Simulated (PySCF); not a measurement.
**Ionisation energy along the 4-electron series**

Calculated with PySCF 2.14 and a two-component X2C-1e Hamiltonian (Gaussian nucleus, no Breit or QED terms), each ion in its own even-tempered basis scaled to its charge; GMP2 freezes nothing and drops the highest virtual spinors. Values in eV. NIST values: (m) measured, (s) semi-empirical, (t) theoretical.

| ion | configuration | GMP2 (spin-free) | GHF (screened spin-orbit) | GMP2 (screened spin-orbit) | NIST |
| --- | --- | --- | --- | --- | --- |
| Hg(76+) | [He] 2s2 | 23208.9 | 23204.6 | 23211.2 | 23170 ± 110 (t) |
| Pb(78+) | [He] 2s2 | 24593.0 | 24588.8 | 24595.4 | 24550 ± 120 (t) |

Question: Fill in the row of Tl(77+).

Answer: configuration: [He] 2s2; GMP2 (spin-free): 23893.9; GHF (screened spin-orbit): 23889.6; GMP2 (screened spin-orbit): 23896.2; NIST: 23850 ± 120 (t).
